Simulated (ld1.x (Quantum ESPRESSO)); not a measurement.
**Configuration tests for Ge (Z = 32) (PAW)**

Ge, PAW, made with ld1.x (Quantum ESPRESSO) 7.5 (LDA (PZ), scalar-relativistic). Core [Ne], reference 3s2 3p6 3d10 4s1 4p3. Waves: 3s (bound): rcut 1.15, rcutus 1.25 bohr; 4s (bound): rcut 1.15, rcutus 1.25 bohr; 3p (bound): rcut 1.00, rcutus 1.20 bohr; 4p (bound): rcut 1.00, rcutus 1.20 bohr; 3d (bound): rcut 1.10, rcutus 1.35 bohr; 3d channel at 3 Ry: rcut 1.10, rcutus 1.35 bohr. Local part: all-electron potential smoothed inside 1.00 bohr (lloc = -2). Core correction: a·sin(br)/r model core, default radius (ld1.x builds one for every PAW set, though the input has nlcc=.false.). Augmentation charge: BESSEL, radius 1.15 bohr.

Energies are relative to the spin-unpolarised reference configuration 3s2 3p6 3d10 4s1 4p3; without spin polarisation the order of configurations can differ from experiment. Spin-polarised rows fill each open shell by Hund’s rule, majority spin first.

```tsv
valence configuration	charge	ΔE all-electron (eV)	error AE − PS (meV)
3s2 3p6 3d10 4s2 4p2	0	-8.044	+4.9
3s2 3p6 3d10 4s2 4p1	+1	-0.407	+5.3
3s2 3p6 3d10 4s2 4p0	+2	15.308	+4.8
3s2 3p6 3d10 4s2 4p2.3	-0.3	-8.971	+4.8
3s2 3p6 3d10 4s2 4p1.5	+0.5	-5.155	+5.1
3s2 3p6 3d10 4s1 4p0	+3	50.527	-6.2
3s2 3p6 3d10 4s2 4p2 (spin-polarised)	0	-8.607	+5.1
```

What are ΔE and the potential's error for 3s2 3p6 3d10 4s1 4p3 (spin-polarised)?

ΔE = -2.620 eV all-electron; the error (AE − PS) is +0.8 meV.

What are ΔE and the potential's error for 3s1 3p6 3d10 4s2 4p2?

ΔE = 170.005 eV all-electron; the error (AE − PS) is -84 meV.
